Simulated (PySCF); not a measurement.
Cl2FH5Si3. Atoms are numbered in the order given.

```xyz
11

Si     2.4626     0.0928    -0.1201
F      3.8081    -0.8351    -0.1355
Si     0.5598    -1.2829     0.0344
Si    -1.2421     0.1174    -0.4960
Cl    -3.0122    -0.5396     0.3632
Cl    -0.7324     1.9843     0.2925
H      2.5405     1.0101     1.0470
H      2.4260     0.8733    -1.3875
H      0.6178    -2.4296    -0.9187
H      0.3650    -1.7879     1.4237
H     -1.4868     0.3090    -1.9479
```
Charge 0, spin multiplicity 1.

Coordinates come from a B3LYP-D3(BJ)/def2-SVP optimisation. This is a generated structure with no PubChem entry under its InChIKey; it may be hypothetical. The values are those of a single conformer.

Computed with PBE/def2-TZVP run with PySCF.

The molecule is in vacuum.

```
Item                                                                                                              Value
---------------------------------------------------------------------------------------------  ------------------------
total energy                                                                                        -1891.06398 hartree
highest occupied level                                                                                         -7.02 eV
lowest empty level                                                                                             -2.10 eV
orbital gap                                                                                                     4.92 eV
dipole moment                                                                                                 0.147 e·Å
quadrupole, principal values (traceless, Buckingham form, about the centre of nuclear charge)    -10.32, 3.91, 6.41 D·Å
mean static polarisability                                                                       109.7 bohr³ (16.25 Å³)
polarisability, principal values                                                               87.9, 107.5, 133.6 bohr³
```
